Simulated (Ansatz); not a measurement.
A structure relaxed at PBE-D4/def2-SVP in Ansatz, charge 1, singlet:

Cartesian coordinates in Å:
```
Si 1.170 -0.888 3.951
Si 3.244 -2.429 -1.920
Si -0.782 -1.666 -3.369
Si -2.455 0.092 2.789
Si -3.385 -0.414 -0.895
Si 0.149 -1.331 0.289
Si 2.624 1.410 1.120
Si 1.910 1.200 -2.295
Si -1.013 2.451 0.151
Si -1.792 2.056 -3.467
Si 2.116 -2.621 0.139
Si -0.634 -1.376 2.517
Si 2.143 1.191 3.423
Si -1.594 -1.924 -1.159
Si 3.787 -0.208 -2.493
Si -0.014 0.543 -3.316
Si -4.182 -0.558 1.322
Si -1.892 2.332 2.335
Si -2.740 1.816 -1.311
Si 0.711 0.892 -0.197
H 0.686 -0.848 5.376
H 2.211 -1.965 3.806
H 4.537 -3.199 -1.855
H 2.395 -2.992 -3.027
H -1.904 -1.676 -4.375
H 0.303 -2.629 -3.754
H -2.939 -0.009 4.215
H -4.457 -0.779 -1.893
H 3.700 0.438 0.712
H 3.067 2.802 0.752
H 2.108 2.684 -2.456
H -0.495 3.821 -0.210
H -2.693 1.574 -4.573
H -1.283 3.447 -3.724
H 1.769 -4.063 0.396
H 3.032 -2.137 1.232
H -1.114 -2.785 2.770
H 3.458 1.356 4.141
H 1.226 2.320 3.803
H -2.069 -3.341 -0.956
H 4.221 -0.106 -3.931
H 4.857 0.362 -1.605
H -4.596 -1.979 1.600
H -5.368 0.359 1.471
H -3.146 3.166 2.326
H -0.929 2.895 3.343
H -3.949 2.712 -1.200
```

(1) Give its formula.

(2) Summarise the bond lengths by kind (pairs closer than 1.2 times the sum of covalent radii, bridged metal pairs left out).

Answers

(1) Si₂₀H₂₇⁺, a nanocrystal with a defect cut from the lattice of silicon (one cap removed).

(2) 26 × Si–Si 2.28 to 2.44 Å; 27 × H–Si 1.50 to 1.51 Å.

Single mean-field runs in def2-SVP are fitted with def2-universal-jkfit.
